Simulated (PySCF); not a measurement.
## `InChI=1S/C7H5O/c1-2-7-3-5-8-6-4-7/h1,3-6H/q+1`, charge +1

Geometry:
```tsv
atom	x (Å)	y (Å)	z (Å)
C1	2.893	-0.254	-0.281
C2	1.687	-0.153	-0.189
C3	0.287	-0.036	-0.082
C4	-0.362	1.203	-0.300
C5	-1.723	1.261	-0.183
O6	-2.438	0.193	0.128
C7	-1.873	-0.984	0.340
C8	-0.518	-1.152	0.248
H9	3.966	-0.343	-0.363
H10	0.201	2.101	-0.558
H11	-2.337	2.153	-0.326
H12	-2.596	-1.764	0.586
H13	-0.079	-2.135	0.428
```

Total charge +1.

Computed, not measured: PySCF, quadratic response CAM-B3LYP/aug-cc-pVDZ first hyperpolarisability, Taylor convention, gas phase. Geometry: PBE0-D3(BJ)/def2-SVP.

(1) Give the tensor of the static β(0;0,0) in the axes of these coordinates.

Answers

(1) In au, Taylor convention; rows are the first index (the induced dipole):
|  | xx | yy | zz | xy | xz | yz |
| --- | --- | --- | --- | --- | --- | --- |
| x | +635.2 | -99.4 | -15.5 | -67.8 | -48.2 | +25.9 |
| y | -67.8 | +26.0 | -1.9 | -99.4 | +25.9 | +4.2 |
| z | -48.2 | +4.2 | +4.2 | +25.9 | -15.5 | -1.9 |

Norm of βᵢ = ⅓ Σⱼ (βᵢⱼⱼ + βⱼᵢⱼ + βⱼⱼᵢ): 523.8 au, hyper-Rayleigh value 254.3 au.
